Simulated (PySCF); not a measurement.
Job file and geometry (Å, from GFN2-xTB) of an NMR shielding run on `F[C@@H]1C[C@H](Cl)C2(CCC2)[C@@H]1F`, C8H11ClF2, GIAO PBE0/pcSseg-1 NMR shielding, non-relativistic, gas phase in PySCF; density fitting, a coarse starting grid and PySCF grid level 2 are the driver's defaults:

```
{"job": {"kind": "nmr", "xc": "PBE0", "basis": "pcSseg-1"}, "charge": 0, "multiplicity": 1}
F     -1.912402     0.953191    -1.664073
C     -1.995650     0.009373    -0.668691
C     -1.887881     0.690896     0.703198
C     -0.573870     0.187148     1.312191
Cl     0.196369     1.409728     2.347181
C      0.287009    -0.230885     0.119240
C      1.589060    -0.997112     0.395704
C      2.377563     0.056372    -0.399623
C      1.086992     0.862408    -0.613883
C     -0.774549    -0.928459    -0.735988
F     -0.372891    -1.159018    -2.020493
H     -2.942100    -0.514463    -0.835597
H     -2.741677     0.472473     1.341182
H     -1.841979     1.769217     0.546249
H     -0.749199    -0.678740     1.958262
H      1.843971    -1.042132     1.452668
H      1.612097    -2.002334    -0.020681
H      3.143823     0.572625     0.173054
H      2.813894    -0.325928    -1.318721
H      0.795474     0.998525    -1.652210
H      1.069679     1.824537    -0.108615
H     -1.034144    -1.908034    -0.311203
```

Task: Write the output of this run.

Result: 
```
coarse grid: 19304 points
cycle   1  E = -970.3748903720  dE =  1.617e+00  |g| = 7.029e-01  |ddm| = 4.336e+00
cycle   2  E = -970.2888831549  dE =  8.601e-02  |g| = 1.032e+00  |ddm| = 1.460e+00
cycle   3  E = -970.4674942847  dE = -1.786e-01  |g| = 8.882e-02  |ddm| = 9.200e-01
cycle   4  E = -970.4687977514  dE = -1.303e-03  |g| = 4.260e-02  |ddm| = 1.143e-01
cycle   5  E = -970.4692033384  dE = -4.056e-04  |g| = 9.802e-03  |ddm| = 5.294e-02
cycle   6  E = -970.4692233201  dE = -1.998e-05  |g| = 2.978e-03  |ddm| = 1.411e-02
cycle   7  E = -970.4692251056  dE = -1.786e-06  |g| = 7.254e-04  |ddm| = 3.437e-03
final grid: 183712 points
cycle   8  E = -970.5500474311  dE = -7.783e-05  |g| = 1.056e-02  |ddm| = 5.047e-02
cycle   9  E = -970.5500266357  dE =  2.080e-05  |g| = 1.479e-02  |ddm| = 2.327e-02
cycle  10  E = -970.5500721963  dE = -4.556e-05  |g| = 1.565e-03  |ddm| = 1.407e-02
cycle  11  E = -970.5500725955  dE = -3.991e-07  |g| = 4.225e-04  |ddm| = 1.843e-03
cycle  12  E = -970.5500726295  dE = -3.399e-08  |g| = 1.048e-04  |ddm| = 4.142e-04
cycle  13  E = -970.5500726317  dE = -2.275e-09  |g| = 3.010e-05  |ddm| = 1.264e-04
cycle  14  E = -970.5500726319  dE = -1.849e-10  |g| = 6.378e-06  |ddm| = 3.306e-05
converged SCF energy = -970.5500726319

GIAO shielding tensors (ppm)
atom      isotropic    diamagn.    paramagn.     s11        s22        s33       span
  0 F      381.136     472.457     -91.322    340.137    370.913    432.357     92.220
  1 C       93.531     244.206    -150.675     67.283     83.500    129.809     62.526
  2 C      141.860     248.774    -106.914    109.311    141.958    174.311     65.000
  3 C      120.200     244.316    -124.116     86.273    130.052    144.274     58.002
  4 Cl     830.817    1147.539    -316.722    652.608    767.930   1071.911    419.303
  5 C      136.944     250.314    -113.370    125.638    133.165    152.031     26.393
  6 C      161.399     246.972     -85.573    141.638    160.612    181.948     40.310
  7 C      172.807     252.000     -79.192    167.589    169.538    181.294     13.705
  8 C      166.566     245.707     -79.141    150.864    161.954    186.880     36.016
  9 C       88.064     239.825    -151.760     54.303     84.461    125.428     71.124
 10 F      411.030     472.695     -61.665    383.999    406.802    442.289     58.290
 11 H       26.735      28.828      -2.093     22.920     25.729     31.556      8.636
 12 H       29.070      28.828       0.241     24.383     27.845     34.981     10.597
 13 H       29.493      29.433       0.060     25.334     29.629     33.516      8.182
 14 H       28.254      31.184      -2.931     23.805     28.242     32.715      8.910
 15 H       29.475      30.587      -1.112     25.821     28.007     34.596      8.775
 16 H       29.509      30.522      -1.013     26.124     26.795     35.606      9.482
 17 H       29.862      29.357       0.505     25.754     27.143     36.689     10.935
 18 H       29.798      29.673       0.125     25.965     26.868     36.562     10.596
 19 H       29.092      30.434      -1.342     25.090     28.416     33.770      8.680
 20 H       29.072      30.547      -1.475     25.529     29.336     32.352      6.823
 21 H       27.411      30.997      -3.586     23.863     28.146     30.224      6.360
```

Size and cost of the density-fitted run: 249 basis functions, 71 s wall time on 1 thread of an x86-64 server CPU, shared host.
